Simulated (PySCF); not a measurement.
Tin: a sound run and one with changed settings

Sound run: Sn [Kr] 4d10 5s2 5p2, Sn⁺ [Kr] 4d10 5s2 5p1. All numbers are calculated (PySCF 2.14, scalar relativity through the core potential, in cc-pVDZ-PP with ECP28MDF). The sound run starts from symmetry-adapted Hartree-Fock orbitals and uses a fine grid where one is needed.

Changed run: radial step 0.3 in ln r (0.13 in the sound run). This setting is unsound on purpose.

| species | method | sound run (hartree) | changed run (hartree) | converged |
| --- | --- | --- | --- | --- |
| Sn | UHF | -213.33481 | -213.33481 | yes |
| Sn | B3LYP | -214.32090 | -214.32114 | yes |
| Sn | r2SCAN | -214.32401 | -214.32125 | yes |
| Sn⁺ | UHF | -213.08277 | -213.08277 | yes |
| Sn⁺ | B3LYP | -214.05411 | -214.05437 | yes |
| Sn⁺ | r2SCAN | -214.05173 | -214.04907 | yes |

Ionisation energy of Sn:

```csv
method,sound run (eV),changed run (eV)
UHF,6.858,6.858
B3LYP,7.260,7.259
r2SCAN,7.409,7.406
```

A coarse radial grid mis-integrates the density and the exchange-correlation energy, with errors of either sign; Hartree-Fock needs no grid.

For comparison, NIST gives 7.344 eV between the lowest levels.
